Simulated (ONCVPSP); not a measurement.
# Sn (Z = 50): variants of one ONCV potential

Base potential:

* Element: Sn
* Generator: ONCVPSP 4.0.1
* Type: optimised norm-conserving Vanderbilt (ONCV)
* Functional: PBEsol
* Relativity: scalar-relativistic
* Frozen core: [Kr] 4d10
* Valence charge: 4
* Reference configuration: 5s2 5p2
* Partial waves: 5s: rc 2.20 bohr, ncon 4, nbas 8, qcut 2.5 1/bohr, 1 projector; 5p: rc 2.85 bohr, ncon 3, nbas 6, qcut 3.5 1/bohr, 3 projectors, debl 0.4 Ha
* Local potential: polynomial inside 2.10 bohr (lpopt 5, dvloc0 0 Ha)
* Core correction: polynomial model core, fcfact 0.55

All-electron outer shells of the reference configuration (PBEsol, scalar-relativistic, ld1.x):

| shell | level (eV) | outermost node (bohr) | outermost maximum (bohr) |
| --- | --- | --- | --- |
| 4p | -89.56 | 0.41 | 0.79 |
| 4d | -25.79 | 0.39 | 0.88 |
| 5s | -10.59 | 0.98 | 2.01 |
| 5p | -3.71 | 1.09 | 2.55 |

Cutoffs, loose and tight: the cutoffs (Ha) at which the residual kinetic energy of the hardest occupied pseudo-wave falls to 1 and 0.1 mHa per electron. They do not see the model core or the augmentation charge, which bear on the density cutoff. Test errors are all-electron minus pseudo excitation energies from the reference, over the configurations 5s2 5p1; 5s2 5p0; 5s1 5p0; 5s1 5p3. A dash means not determined; rows that change the core or the reference have their own tests.

```tsv
change	outcome	cutoff, loose	cutoff, tight	bound ghosts	GHOST(+) flags above zero	largest test error (meV)
base	generated	27 Ha	36 Ha	none	s	-373
s: qcut 2.7	generated	20 Ha	35 Ha	none	s	-378
s: qcut 3.3	generated	5.9 Ha	29 Ha	none	s	-392
s: qcut 3.7	failed: ERROR pspot: first pseudo wave function has node, program will stop	–	–	–	–	–
```

(1) What comes out with this change to the base: s: qcut 2.4?

(2) What comes out with this change to the base: s: qcut 1.9?

(3) What comes out with this change to the base: s: qcut 1.7?

## Answers

(1) outcome: generated; cutoff, loose: 29 Ha; cutoff, tight: 36 Ha; bound ghosts: none; GHOST(+) flags above zero: s; largest test error (meV): -370.

(2) outcome: generated; cutoff, loose: 31 Ha; cutoff, tight: 37 Ha; bound ghosts: none; GHOST(+) flags above zero: s; largest test error (meV): -356.

(3) outcome: generated; cutoff, loose: 32 Ha; cutoff, tight: 38 Ha; bound ghosts: none; GHOST(+) flags above zero: s; largest test error (meV): -356.

Reading the sweep of the qcut of the s channel (base included, trends over the rows without a ghost): The loose cutoff falls from 32 Ha at 1.7 to 5.9 Ha at 3.3 1/bohr. The median size of the test errors (rows with all tests solved) stays near 41.7 meV. The generation fails at 3.7 1/bohr.
